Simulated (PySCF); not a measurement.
Input of a run (PBE0-D3(BJ)/def2-SVP geometry optimisation, gas phase, def2 core potentials past Kr (PySCF 2.14.0)), started from GFN2-xTB:
```
{"job": {"xc": "PBE0", "basis": "def2-SVP", "d3": "d3bj", "grid": 1, "maxiter": 30, "shake": 0.03, "kind": "geom"}, "charge": 0, "multiplicity": 1}
Re     0.147970     0.074160     0.075280
O     -0.089370    -0.172390     1.670240
O      1.491490    -0.133390    -0.671400
O     -0.809810     1.284080    -0.629290
H     -0.665430    -1.162940    -0.506960
```

Output (energies in Eh, forces in Eh/bohr):
```
step   0  E = -304.16059585  max force = 0.242513
step   1  E = -304.20581909  max force = 0.034870
step   2  E = -304.20823535  max force = 0.014750
step   3  E = -304.20645597  max force = 0.052445
step   4  E = -304.21086176  max force = 0.008302
step   5  E = -304.21105031  max force = 0.003623
step   6  E = -304.21107307  max force = 0.000386
step   7  E = -304.21107502  max force = 0.000110
optimisation converged
```

**Question.** Summarise the run.

**Answer.** The energy falls by 31.7 kcal/mol over 8 energy and gradient evaluations, the largest force component goes from 0.2425 to 1.1e-04 Eh/bohr, and the atoms move by 0.135 Å rms after alignment. The bond that changes most is Re1–O3 (ends: rhenium bonded to 3 O and H; oxygen bonded to Re), which lengthens by 0.143 Å. Bonds longer at the end by more than 0.005 Å: 3 of 4; shorter: 0. Among the angles that change most is O2–Re1–O3, from 125.2° to 113.3°. The energy rose by more than 1e-6 Eh at step 3. The first step brought 90 % of the lowering.

**Question.** What are the final bond lengths?

**Answer.** Re1–O2 1.694 Å, Re1–O3 1.694 Å, Re1–O4 1.694 Å, Re1–H5 1.671 Å. Numbering counts from 1 in the input's order; the species is ReO3H (`[H][Re](=[O])(=[O])=[O]`).

The run used 79 basis functions and 72 SCF cycles in all.

No PBE0-D3(BJ)/def2-SVP frequencies stand behind this structure, so it isn't proved a minimum.
